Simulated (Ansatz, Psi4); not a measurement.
Species: CClF2, charge 0, multiplicity 2. SMILES: F[C](F)Cl
Structure (B3LYP-D3(BJ)/def2-TZVP (Ansatz, a first-principles code) minimum search):
```xyz
4

F     -0.6757    -0.8668    -1.0511
C     -0.5315    -0.0647    -0.0088
F     -0.7280    -0.7321     1.1165
Cl     0.9307     0.8693    -0.0315
```
Charge 0, spin multiplicity 2.

wB97X-D/6-31G* beside other levels, property by property. Set-up: atomisation electronic, to ground-state atoms; spin-orbit terms left out; non-relativistic; no dispersion term unless named; each state is the SCF solution reached for its charge and spin; 6-31G* and kin with 6d, 5d where marked; frozen cores in correlated levels; open shells spin-unrestricted. CBS marks a two-point X^-3 extrapolation of the correlation energy; Hartree-Fock from the larger set. The bracket is a focal-point correction in the basis named. First-principles rows: single points at B3LYP-D3(BJ) geometries (Ansatz), with unscaled harmonic terms from B3LYP/6-31G* (Ansatz) at its own minima, enthalpies of formation by atomisation with measured atoms. Sets without +, aug- or the D of def2-TZVPD hold no diffuse functions, which anions need.

Coupled cluster (Ansatz) is a level with limits of its own, used here on species with T1 under 0.025 (0.045 for open shells) and stable references: (a) RI-MP2/CBS(aug-cc-pV(T+d)Z,aug-cc-pV(Q+d)Z)+[CCSD(T)-MP2]/aug-cc-pV(D+d)Z; (b) RI-MP2/CBS(cc-pV(T+d)Z,cc-pV(Q+d)Z)+[CCSD(T)-MP2]/cc-pV(T+d)Z.

```
property                                        wB97X-D/6-31G* (Psi4)  B3LYP/6-31G* (Ansatz)  PBE/def2-TZVPD (Ansatz)  wB97X-V/def2-TZVPD (Ansatz)            to compare with
----------------------------------------------  ---------------------  ---------------------  -----------------------  ---------------------------  -------------------------
vertical ionisation energy to the singlet (eV)                   9.98                   9.87                     9.72                        10.12  10.08 coupled cluster (a)
vertical electron affinity to the singlet (eV)                  -0.52                  -0.61                     0.56                         0.49   0.72 coupled cluster (a)
enthalpy of formation at 298 K (kcal/mol)                       -68.9                  -66.4                    -93.1                        -70.4  -66.0 coupled cluster (b)
atomisation energy (kcal/mol)                                   310.4                  307.9                    334.6                        311.9  307.5 coupled cluster (b)
```

As the rows show:
- vertical ionisation energy to the singlet: wB97X-D/6-31G* lies 0.10 eV below coupled cluster.
- vertical electron affinity to the singlet: wB97X-D/6-31G* lies 1.24 eV below coupled cluster.
- enthalpy of formation at 298 K: wB97X-D/6-31G* lies 2.9 kcal/mol below coupled cluster.
- atomisation energy: wB97X-D/6-31G* lies 2.9 kcal/mol above coupled cluster.

The properties are those with a value to compare with, at most eight drawn at random. No case is left out for the size of its miss. Left out are saddle points of the reference geometry, anions that the best level run finds unbound, excited spin states, species near biochemistry, 298 K rows of species without real B3LYP wavenumbers, cases with under five habitual levels, runs that failed or that the program found above a lower state of the same kind, table entries that another table contradicts, and a share of species set aside by lot.
